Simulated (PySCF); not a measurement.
Exercise with solution: entropy of an ideal gas

Ge(H)2(F)(NH2) (FGeH4N), SMILES [F][GeH2][NH2].

Coordinates come from a PBE0-D3(BJ)/def2-TZVP optimisation. The values are those of a single conformer.

PBE0-D3(BJ)/def2-TZVP in PySCF gives the harmonic wavenumbers 225, 248, 507, 509, 676, 692, 729, 815, 854, 920, 1584, 2195, 2204, 3578, 3675 cm⁻¹ and the rotational temperatures 0.7305, 0.2977, 0.2307 K. The molar mass is 109.67 g/mol, the symmetry number 1, the spin multiplicity 1.

Task: Work out the entropy at 298.15 K and 1 atm in the rigid-rotor, harmonic-oscillator model.

Result: 
Translation (Sackur–Tetrode at 1 atm): S = R[1.5 ln M + 2.5 ln T − 1.16487] = 167.3 J/(mol K).
Rotation: q = (√π/σ) T^1.5/√(θA θB θC) = 40700, S = R[ln q + 3/2] = 100.7 J/(mol K).
Vibration: with u = 1.4388 ν/T, each mode gives R[u/(e^u − 1) − ln(1 − e^−u)]:
```tsv
ν (cm⁻¹)	modes	u	S (J/(mol K))
225	1	1.09	8.03
248	1	1.20	7.30
507	1	2.45	2.68
509	1	2.46	2.66
676	1	3.26	1.41
692	1	3.34	1.32
729	1	3.52	1.14
815	1	3.93	0.82
854	1	4.12	0.70
920	1	4.44	0.54
1584	1	7.64	0.03
```
The stiffer modes add less than 0.005 each. Sum 26.6 J/(mol K).
Spin: R ln 1 = 0.0 J/(mol K).
Total 294.7 J/(mol K); the program's own thermochemistry gives 294.7. Translation makes up 57 % and vibration 9 %. Anharmonicity, hindered rotation and orbital degeneracy are left out.
